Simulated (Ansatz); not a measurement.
The same hydrolysis along the group Mg, Zn, Cd.

Computed with Ansatz on PBE0-D4/def2-TZVP structures; ΔE is electronic, products minus reactants. CCSD(T)/CBS adds triple-zeta CCSD(T) − MP2 to the extrapolated MP2 energy (def2 sets, frozen cores). This one scheme is used for every species. Functionals use def2-TZVPP. def2 core potentials past Kr. For Cd, Mg, Zn outer-core shells are correlated without core-valence functions, which leaves a few kJ/mol of doubt a bond. Scalar relativity is left out up to krypton. One conformer a species, not always the lowest.

```csv
reaction,B2PLYP (kcal/mol),CCSD(T)/CBS(def2) (kcal/mol)
`[SiH3][O][Mg][SH]` + H₂O → `[OH][Mg][O][SiH3]` + H₂S,2.6,3.8
`[SiH3][O][Zn][SH]` + H₂O → `[OH][Zn][O][SiH3]` + H₂S,13.5,15.3
`[SiH3][O][Cd][SH]` + H₂O → `[OH][Cd][O][SiH3]` + H₂S,20.4,22.3
```

Largest T1 diagnostic: 0.016, for `[OH][Zn][O][SiH3]`.
